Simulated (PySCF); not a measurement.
Dipole moment and polarisability of `[CH3][Ge]([CH3])([CH3])[Br]`

Compound: C3H9BrGe.
Numbering: `[CH3:1][Ge:2]([CH3:3])([CH3:4])[Br:5]` (hydrogens: H6, H7, H8 on C1; H9, H10, H11 on C3; H12, H13, H14 on C4)

Structure used (PBE0-D3(BJ)/def2-SVP), in Å, numbered top down from 1:
```
atom  x, y, z in Å
C1    -0.645    1.697   -0.491
Ge2    0.084    0.095    0.339
C3     1.749   -0.494   -0.479
C4    -1.229   -1.337    0.463
Br5    0.637    0.688    2.533
H6    -1.043    1.459   -1.489
H7    -1.458    2.104    0.126
H8     0.135    2.465   -0.594
H9     2.116   -1.400    0.023
H10    1.594   -0.717   -1.546
H11    2.513    0.290   -0.387
H12   -1.487   -1.700   -0.544
H13   -2.144   -0.978    0.954
H14   -0.823   -2.174    1.048
```

Level: wB97X-D/def2-SVPD (PySCF), static field, nuclei fixed, core orbitals frozen in the response. The polarisability tensor in these axes (au):

```
x   86.46  0.60  2.49
y    0.60 86.47  2.55
z    2.49  2.55 94.91
```

Q: What are the eigenvalues, a third of the trace, and Δα (Δα² = ½Σ(αi − αj)² over the three pairs)?

A: Principal values 85.69, 85.86 and 96.29 au; mean 89.28 au = 13.23 Å³ = 14.72 × 10⁻⁴⁰ C²·m²/J; Δα = 10.52 au (12 % of the mean).

Q: What is the dipole moment, and where does it point?

A: (-0.72, -0.77, -2.84) D, 3.03 D in size, pointing from the negative to the positive side. Measured along this direction, the outermost atoms are Br5 at the negative end and H12, H6 and H10 at the positive end.

Q: Rayleigh depolarisation ratio (linearly polarised light, static tensor)?

A: ρ = 3Δα²/(45ᾱ² + 4Δα²) = 331.8/(358687 + 442.4) = 0.000924.

Q: What molar refraction does this α imply?

A: Lorentz–Lorenz: R = (4π/3)N_A α = 2.5225 cm³/(mol·Å³) × 13.23 Å³ = 33.4 cm³/mol, in the limit of long wavelengths.

Q: What would n − 1 = 2πNα be for an ideal gas of these molecules at 350 K and 1 atm, electronic part alone?

A: N = p/kT = 2.0968 × 10¹⁹ cm⁻³, so n − 1 = 2π × N × 13.23 × 10⁻²⁴ cm³ = 1743 × 10⁻⁶ at long wavelengths.

Q: How large is μ²/3kT at 273 K beside α?

A: In Gaussian units μ²/3kT = 81.33 Å³ against 13.23 Å³, a ratio of 6.15; the Debye molar polarisation (4π/3)N_A(α + μ²/3kT) is 238.5 cm³/mol, leaving out the vibrational part.

Geometry: PBE0-D3(BJ)/def2-SVP; no solvent, vibrations or thermal averaging. The calculation is non-relativistic, for germanium and bromine too.
